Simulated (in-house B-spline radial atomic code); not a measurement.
**Ionising the barium ion Ba⁴⁺ with different functionals**

Computed with a B-spline radial code for spherical atoms: four-component Dirac-Coulomb Hamiltonian, Fermi nucleus of rms radius 4.8378 fm, spin-restricted, spherical fractional occupations for the functionals, and exact exchange of hybrids averaged over the configuration. The ionisation energy is the difference of two self-consistent energies, [Kr] 4d10 5s2 5p4 → [Kr] 4d10 5s2 5p3, without Breit or QED terms; ε is the level of the shell that loses the electron (mean over j). The electron is taken from both j subshells in proportion to 2j + 1, so the result is a j average, not the step between ground levels.

```json
{"method": "PBE0", "rung": "global hybrid", "ΔSCF (eV)": "60.19", "-ε(5p) (eV)": "55.72"}
{"method": "B97-1", "rung": "global hybrid", "ΔSCF (eV)": "60.09", "-ε(5p) (eV)": "55.36"}
{"method": "CAM-B3LYP", "rung": "range-separated hybrid", "ΔSCF (eV)": "60.21", "-ε(5p) (eV)": "57.20"}
{"method": "HSE06", "rung": "range-separated hybrid", "ΔSCF (eV)": "60.13", "-ε(5p) (eV)": "55.24"}
```

Question: Among the functionals, which spreads more, the ΔSCF values or the orbital energies?

Answer: The orbital energies: ΔSCF values span about 0.12 eV and the orbital energies 1.95 eV; here energy differences depend much less on the functional than eigenvalues do.

Question: How do they compare with the NIST value?

Answer: NIST lists 58 eV ± 1.9 (tabulated theory, ground level to ground level). Errors run from +2.09 to +2.21 eV; all lie within about twice that uncertainty, so the table can't rank the methods.
